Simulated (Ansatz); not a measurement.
The lowest singlet and triplet of CH3N (SMILES C[N]); geometries from B3LYP-D3(BJ)/def2-TZVP, each state relaxed from the structure named, with no frequency check, low spin by broken symmetry.
Singlet at the triplet's geometry (charge 0, multiplicity 1):
```
atom    x (Å)    y (Å)    z (Å)
----  -------  -------  -------
C     -0.5371   0.0611   0.0407
N      0.8573  -0.0975  -0.0650
H     -0.8723  -0.0928   1.0776
H     -0.8418   1.0724  -0.2688
H     -1.0642  -0.6635  -0.5983
```

A positive gap puts the triplet lower; no zero-point energy. R- takes a restricted singlet, here one determinant of a half-filled degenerate or near-degenerate pair, which mixes singlet states. U- takes an unrestricted singlet (broken symmetry where lower, unprojected). The triplet is unrestricted in single-reference levels. Active spaces average the two states.

Cores are frozen in the correlated methods.

Run with Ansatz (Gaussian basis) for Hartree–Fock, density functionals and correlated methods. Values without a source in brackets are computed.

```csv
level,"gap E(singlet) − E(triplet), vertical, at the triplet's geometry (eV)"
U-BHLYP/def2-TZVPP (spin-contaminated),0.543
U-wB97X-V/def2-TZVPP (spin-contaminated),0.555
U-B2PLYP/def2-TZVPP (spin-contaminated),0.575
R-MP2/cc-pVDZ,2.260
R-SCS-MP2/cc-pVTZ,1.900
R-CCSD/cc-pVDZ,2.053
R-CCSD(T)/cc-pVDZ,1.931
"SA-CASSCF(2,2)/cc-pVTZ",[?]
"SC-NEVPT2 on SA-CASSCF(2,2)/cc-pVTZ",[?]
```

### Question
Complete the blanks.

### Answer

- SA-CASSCF(2,2)/cc-pVTZ, gap E(singlet) − E(triplet), vertical, at the triplet's geometry (eV): 1.677
- SC-NEVPT2 on SA-CASSCF(2,2)/cc-pVTZ, gap E(singlet) − E(triplet), vertical, at the triplet's geometry (eV): 1.543

Doubts at one or more of the structures used: a restricted determinant that unrestricted orbitals would lower (R-MP2/cc-pVDZ, R-SCS-MP2/cc-pVTZ, R-CCSD/cc-pVDZ, R-CCSD(T)/cc-pVDZ).

Ansatz is an electronic-structure program.
